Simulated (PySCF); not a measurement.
OTe, singlet, at a GFN2-xTB geometry of the parent state (all electrons, no relativity); PySCF with PBE/3-21G.

PySCF was given this input:
```python
from pyscf import gto, scf, dft

mol = gto.M(
    atom='''
O    -0.00000000   -0.00000000   -1.56412833
Te    0.00000000    0.00000000    0.24063513
''',
    basis='3-21g',
    verbose=4,
)

mf = dft.RKS(mol)
mf.xc = 'pbe'
mf.kernel()
```

**Question.** What does PySCF print? Leave out banner, timings and long lists.

**Answer.** 
```
PySCF version 2.14.0

[INPUT] verbose = 4
[INPUT] num. atoms = 2
[INPUT] num. electrons = 60
[INPUT] charge = 0
[INPUT] spin (= nelec alpha-beta = 2S) = 0
[INPUT] symmetry False subgroup None
[INPUT] Mole.unit = angstrom
[INPUT] Symbol           X                Y                Z      unit          X                Y                Z       unit  Magmom
[INPUT]  1 O      0.000000000000   0.000000000000  -1.564128330000 AA    0.000000000000   0.000000000000  -2.955774167373 Bohr   0.0
[INPUT]  2 Te     0.000000000000   0.000000000000   0.240635130000 AA    0.000000000000   0.000000000000   0.454734491649 Bohr   0.0

nuclear repulsion = 121.975940128309
number of shells = 18
number of NR pGTOs = 96
number of NR cGTOs = 40
basis = 3-21g
ecp = {}

******** <class 'pyscf.dft.rks.RKS'> ********
method = RKS
initial guess = minao
damping factor = 0
level_shift factor = 0
DIIS = <class 'pyscf.scf.diis.CDIIS'>
diis_start_cycle = 1
diis_space = 8
diis_damp = 0
SCF conv_tol = 1e-09
SCF conv_tol_grad = None
SCF max_cycles = 50
direct_scf = True
direct_scf_tol = 1e-13
XC library pyscf.dft.libxc version 7.1.2
    S. Lehtola, C. Steigemann, M. J. T. Oliveira, and M. A. L. Marques,  SoftwareX 7, 1–5 (2018)
XC functionals = pbe
    J. P. Perdew, K. Burke, and M. Ernzerhof,  Phys. Rev. Lett. 77, 3865 (1996)
    J. P. Perdew, K. Burke, and M. Ernzerhof,  Phys. Rev. Lett. 78, 1396 (1997)
    J. P. Perdew, K. Burke, and M. Ernzerhof,  Phys. Rev. Lett. 77, 3865 (1996)
    J. P. Perdew, K. Burke, and M. Ernzerhof,  Phys. Rev. Lett. 78, 1396 (1997)
radial grids:
    Treutler-Ahlrichs [JCP 102, 346 (1995); DOI:10.1063/1.469408] (M4) radial grids

becke partition: Becke, JCP 88, 2547 (1988); DOI:10.1063/1.454033
pruning grids: <function nwchem_prune>
grids dens level: 3
symmetrized grids: False
atomic radii adjust function: <function treutler_atomic_radii_adjust>
small_rho_cutoff = 0
Set gradient conv threshold to 3.16228e-05
Initial guess from minao.
tot grids = 36040
init E= -6643.90423162184

WARN: HOMO -0.229341989186074 == LUMO -0.22934198918607

cycle= 1 E= -6659.10201290818  delta_E= -15.2  |g|= 1.07  |ddm|= 2.28
  HOMO = 0.140504941462738  LUMO = 0.165490092891112  gap/eV = 0.67988
cycle= 2 E= -6655.57684361692  delta_E= 3.53  |g|= 2.93  |ddm|= 6.39
  HOMO = -0.170672727768195  LUMO = -0.148669973286811  gap/eV = 0.59873
cycle= 3 E= -6659.39458774932  delta_E= -3.82  |g|= 0.0976  |ddm|= 6.12
  HOMO = -0.168472390848044  LUMO = -0.138160456113956  gap/eV = 0.82483
cycle= 4 E= -6659.37379466936  delta_E= 0.0208  |g|= 0.278  |ddm|= 2.69
  HOMO = -0.158009526587223  LUMO = -0.154449008310463  gap/eV = 0.09689
cycle= 5 E= -6659.39363282015  delta_E= -0.0198  |g|= 0.103  |ddm|= 0.182
  HOMO = -0.173110523150401  LUMO = -0.147357917157043  gap/eV = 0.70076
cycle= 6 E= -6659.39450140189  delta_E= -0.000869  |g|= 0.0806  |ddm|= 2.68
  HOMO = -0.17261227058153  LUMO = -0.148593342737872  gap/eV = 0.65359
cycle= 7 E= -6659.3952961598  delta_E= -0.000795  |g|= 0.0621  |ddm|= 0.019
  HOMO = -0.16730397946779  LUMO = -0.154529907751869  gap/eV = 0.34760
cycle= 8 E= -6659.39606042689  delta_E= -0.000764  |g|= 0.0398  |ddm|= 0.0297
  HOMO = -0.17791647230005  LUMO = -0.144137076847686  gap/eV = 0.91918
cycle= 9 E= -6659.39517294073  delta_E= 0.000887  |g|= 0.0627  |ddm|=  2.7
  HOMO = -0.17734739433939  LUMO = -0.144649596272249  gap/eV = 0.88975
cycle= 10 E= -6659.39519920686  delta_E= -2.63e-05  |g|= 0.0623  |ddm|= 0.002
  HOMO = -0.16903938660657  LUMO = -0.152681729430203  gap/eV = 0.44511
cycle= 11 E= -6659.3958030051  delta_E= -0.000604  |g|= 0.0484  |ddm|= 0.0319
  HOMO = -0.174838955816913  LUMO = -0.146849157448225  gap/eV = 0.76164
cycle= 12 E= -6659.39533320758  delta_E= 0.00047  |g|= 0.0599  |ddm|=  2.7
  HOMO = -0.165968585865919  LUMO = -0.155588405202811  gap/eV = 0.28246
cycle= 13 E= -6659.39595903201  delta_E= -0.000626  |g|= 0.0442  |ddm|= 0.0343
  HOMO = -0.167321917566159  LUMO = -0.154236637659917  gap/eV = 0.35607
cycle= 14 E= -6659.39587565284  delta_E= 8.34e-05  |g|= 0.0466  |ddm|= 2.69
  HOMO = -0.167356550978266  LUMO = -0.154198327794113  gap/eV = 0.35805
cycle= 15 E= -6659.39587238526  delta_E= 3.27e-06  |g|= 0.0467  |ddm|= 0.000288
  HOMO = -0.167445041661177  LUMO = -0.154104580868589  gap/eV = 0.36301
cycle= 16 E= -6659.39586767647  delta_E= 4.71e-06  |g|= 0.0468  |ddm|= 0.00906
  HOMO = -0.177488133389001  LUMO = -0.144115691182267  gap/eV = 0.90811
cycle= 17 E= -6659.39505635449  delta_E= 0.000811  |g|= 0.0659  |ddm|=  2.7
  HOMO = -0.163844119784263  LUMO = -0.157658354218746  gap/eV = 0.16832
cycle= 18 E= -6659.39608906798  delta_E= -0.00103  |g|= 0.0401  |ddm|= 0.0572
  HOMO = -0.169924277635678  LUMO = -0.151643023292485  gap/eV = 0.49746
cycle= 19 E= -6659.39570660785  delta_E= 0.000382  |g|= 0.0511  |ddm|= 2.69
  HOMO = -0.178589086850512  LUMO = -0.142965311255672  gap/eV = 0.96937
cycle= 20 E= -6659.39494833292  delta_E= 0.000758  |g|= 0.0681  |ddm|= 0.0352
  HOMO = -0.167687087304644  LUMO = -0.153889179552219  gap/eV = 0.37546
cycle= 21 E= -6659.39585520218  delta_E= -0.000907  |g|= 0.0472  |ddm|=  2.7
  HOMO = -0.165125406721802  LUMO = -0.156435492412613  gap/eV = 0.23646
cycle= 22 E= -6659.39601949641  delta_E= -0.000164  |g|= 0.0423  |ddm|= 0.0175
  HOMO = -0.161503006306635  LUMO = -0.160050753546811  gap/eV = 0.03952
cycle= 23 E= -6659.39624234628  delta_E= -0.000223  |g|= 0.0343  |ddm|= 2.69
  HOMO = -0.162178388696768  LUMO = -0.159599852145368  gap/eV = 0.07017
cycle= 24 E= -6659.39622403334  delta_E= 1.83e-05  |g|= 0.0349  |ddm|= 1.03
  HOMO = -0.162758012371005  LUMO = -0.159015256623587  gap/eV = 0.10185
cycle= 25 E= -6659.39619405586  delta_E= 3e-05  |g|= 0.036  |ddm|= 0.296
  HOMO = -0.172693539614469  LUMO = -0.149036427010156  gap/eV = 0.64374
cycle= 26 E= -6659.39550234783  delta_E= 0.000692  |g|= 0.0561  |ddm|= 2.63
  HOMO = -0.172360541031559  LUMO = -0.149384335272108  gap/eV = 0.62521
cycle= 27 E= -6659.39553888847  delta_E= -3.65e-05  |g|= 0.0552  |ddm|= 0.0116

WARN: HOMO -0.161146751987158 == LUMO -0.160466570180014

cycle= 28 E= -6659.396253317  delta_E= -0.000714  |g|= 0.0339  |ddm|= 2.69
  HOMO = -0.178351334880098  LUMO = -0.143270616968426  gap/eV = 0.95459
cycle= 29 E= -6659.39496632665  delta_E= 0.00129  |g|= 0.0677  |ddm|= 0.0744
  HOMO = -0.178042508083815  LUMO = -0.143565120920575  gap/eV = 0.93818
cycle= 30 E= -6659.39498182221  delta_E= -1.55e-05  |g|= 0.0675  |ddm|=  2.7
  HOMO = -0.173040757881584  LUMO = -0.148536587284983  gap/eV = 0.66679
cycle= 31 E= -6659.39544295721  delta_E= -0.000461  |g|= 0.0577  |ddm|= 0.0202
  HOMO = -0.173662655529391  LUMO = -0.147899745494691  gap/eV = 0.70104
cycle= 32 E= -6659.3953904328  delta_E= 5.25e-05  |g|= 0.0589  |ddm|= 0.0199
  HOMO = -0.173705914943556  LUMO = -0.14785703165139  gap/eV = 0.70338
cycle= 33 E= -6659.39538708523  delta_E= 3.35e-06  |g|= 0.059  |ddm|= 0.0142
  HOMO = -0.173720837599319  LUMO = -0.147852158482852  gap/eV = 0.70392
cycle= 34 E= -6659.39538533829  delta_E= 1.75e-06  |g|= 0.059  |ddm|= 0.0246
  HOMO = -0.173360986879973  LUMO = -0.148236841598435  gap/eV = 0.68366
cycle= 35 E= -6659.39541500773  delta_E= -2.97e-05  |g|= 0.0583  |ddm|= 0.00152
  HOMO = -0.173565511445075  LUMO = -0.148056229606729  gap/eV = 0.69414
cycle= 36 E= -6659.39539882193  delta_E= 1.62e-05  |g|= 0.0587  |ddm|= 0.00233
  HOMO = -0.177653588414404  LUMO = -0.143868362707829  gap/eV = 0.91934
cycle= 37 E= -6659.39497347293  delta_E= 0.000425  |g|= 0.0679  |ddm|=  2.7
  HOMO = -0.177654245831532  LUMO = -0.143867295650565  gap/eV = 0.91939
cycle= 38 E= -6659.39497314161  delta_E= 3.31e-07  |g|= 0.0679  |ddm|= 4.51e-05
  HOMO = -0.178480673176739  LUMO = -0.143276986019976  gap/eV = 0.95794
cycle= 39 E= -6659.39496125705  delta_E= 1.19e-05  |g|= 0.0678  |ddm|= 0.00844
  HOMO = -0.180994098634722  LUMO = -0.140582144678534  gap/eV = 1.09967
cycle= 40 E= -6659.39458628771  delta_E= 0.000375  |g|= 0.0752  |ddm|= 0.0136
  HOMO = -0.170910167042024  LUMO = -0.150488971495077  gap/eV = 0.55569
cycle= 41 E= -6659.39553223214  delta_E= -0.000946  |g|= 0.056  |ddm|=  2.7
  HOMO = -0.164719257908958  LUMO = -0.15633732132815  gap/eV = 0.22808
cycle= 42 E= -6659.39615180035  delta_E= -0.00062  |g|= 0.0372  |ddm|=  0.2
  HOMO = -0.16500718148543  LUMO = -0.156628663717028  gap/eV = 0.22799
cycle= 43 E= -6659.39603751185  delta_E= 0.000114  |g|= 0.0416  |ddm|= 0.406
  HOMO = -0.16690745472172  LUMO = -0.154897898902751  gap/eV = 0.32680
cycle= 44 E= -6659.39595899506  delta_E= 7.85e-05  |g|= 0.0438  |ddm|= 2.68
  HOMO = -0.178238595006899  LUMO = -0.143192774554952  gap/eV = 0.95365
cycle= 45 E= -6659.39494317011  delta_E= 0.00102  |g|= 0.0684  |ddm|= 2.69
  HOMO = -0.161297854500247  LUMO = -0.160250065149777  gap/eV = 0.02851
cycle= 46 E= -6659.39623985199  delta_E= -0.0013  |g|= 0.0345  |ddm|= 2.69
  HOMO = -0.165500277341973  LUMO = -0.156051142841943  gap/eV = 0.25712
cycle= 47 E= -6659.39600383555  delta_E= 0.000236  |g|= 0.0427  |ddm|= 2.69
  HOMO = -0.168145501177272  LUMO = -0.153396607170325  gap/eV = 0.40134
cycle= 48 E= -6659.39582721795  delta_E= 0.000177  |g|= 0.0479  |ddm|= 0.014
  HOMO = -0.176853284210633  LUMO = -0.144744357281377  gap/eV = 0.87373
cycle= 49 E= -6659.39511689461  delta_E= 0.00071  |g|= 0.0647  |ddm|= 2.69
  HOMO = -0.161848110301984  LUMO = -0.159722331415121  gap/eV = 0.05785
cycle= 50 E= -6659.39620517826  delta_E= -0.00109  |g|= 0.0359  |ddm|= 2.47
SCF not converged.
SCF energy = -6659.39620517826
```

Convergence was not reached.
